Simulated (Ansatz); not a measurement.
Species: C4H5N, SMILES `[C-]#[N+]CC=C` (N–C–C–C torsion 125°) (charge 0, multiplicity 1), formula C$_{4}$H$_{5}$N.

Task: How many basis functions does Ansatz (a quantum-chemistry and plane-wave program) with frozen-core CCSD(T)/cc-pVTZ // B3LYP-D3(BJ)/def2-TZVP use, how many core orbitals are frozen, and how many electrons are correlated?

Result: 220 basis functions and 5 frozen orbitals, which leaves 26 correlated electrons. Core time is of the order of minutes.
